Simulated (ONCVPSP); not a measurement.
## Before and after: ONCV potential for lithium (Li)

lithium (Li), optimised norm-conserving Vanderbilt (ONCV), made with ONCVPSP 4.0.1 (PBEsol, scalar-relativistic). Core none, reference 1s2 (charge +1). Waves: 1s: rc 0.60 bohr, ncon 4, nbas 9, qcut 22.9 1/bohr, 2 projectors, debl 2.1 Ha; p scattering state at 0.11 Ha: rc 0.55 bohr, ncon 3, nbas 7, qcut 18 1/bohr, 2 projectors, debl 1.2 Ha; d scattering state at 0.08 Ha: rc 0.55 bohr, ncon 5, nbas 10, qcut 16.4 1/bohr, 3 projectors, debl 1 Ha. Local part: polynomial inside 0.55 bohr (lpopt 5, dvloc0 6 Ha). Core correction: none.

In the s channel the program set the typed energies aside and used -2.199, 0.250 Ha.

All-electron outer shells of the reference configuration (PBEsol, scalar-relativistic, ld1.x):

```
shell  level (eV)  outermost node (bohr)  outermost maximum (bohr)
   1s      -59.84                      –                      0.36
```

Change: functional BLYP. In the s channel the program set the typed energies aside and used -2.231, 0.250 Ha.

Cutoffs: the cutoffs (Ha) at which the residual kinetic energy of the hardest occupied pseudo-wave falls to 1 and 0.1 mHa per electron; they do not see the model core or the augmentation charge, which bear on the density cutoff. Errors are all-electron minus pseudo energies relative to the spin-unpolarised reference configuration.

Problem. What does the change do?

Solution. The potential gets neither clearly harder nor softer (138 Ha and 175 Ha → 139 Ha and 176 Ha); the errors of the 4 common tests hardly move; neither file shows a bound ghost.

```tsv
quantity	base	changed
cutoff, loose	138 Ha	139 Ha
cutoff, tight	175 Ha	176 Ha
bound ghosts	none	none
GHOST(+) flags under 300 eV	d at 148.4 eV	d at 103.5 eV
error for 1s2 2s1, meV [ΔE -5.19 → -5.32 eV]	+0.1	+0.1
error for 1s2 2s0.5, meV [ΔE -3.17 → -3.31 eV]	0.0	0.0
error for 1s2 2p1, meV [ΔE -3.43 → -3.52 eV]	0.0	0.0
error for 1s1 2s1, meV [ΔE 62.59 → 63.38 eV]	+47	+51
s: phases at 0.61 bohr within 0.05 rad from the reference energy up to (Ha; the scan ends near 5)	to the end of the scan	to the end of the scan
p: phases at 0.56 bohr within 0.05 rad from the reference energy up to (Ha; the scan ends near 5)	to the end of the scan	to the end of the scan
d: phases at 0.56 bohr within 0.05 rad from the reference energy up to (Ha; the scan ends near 5)	2.3	n/a
```
